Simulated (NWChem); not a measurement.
System: CdH2Se; SMILES [SeH][CdH]

```xyz
4

Cd     0.4282    -0.7283     0.0000
H      0.6885    -2.3776     0.0000
Se     0.0689     1.7144     0.0000
H     -1.3927     1.5363     0.0000
```
Atoms are numbered in this order, from 1.

Program: NWChem. Coordinates come from a PBE0/def2-SVP optimisation. def2 effective core potentials on Cd; no spin-orbit coupling. Static field.

Question: Order these by “anisotropy (bohr³)”, lowest first: LDA (Slater exchange, VWN5)/def2-SVPD; PBE/def2-SVPD; B3LYP/def2-SVPD; BHandHLYP/def2-SVPD.

Answer: BHandHLYP/def2-SVPD (33.6), B3LYP/def2-SVPD (38.6), PBE/def2-SVPD (40.4), LDA (Slater exchange, VWN5)/def2-SVPD (41.9)
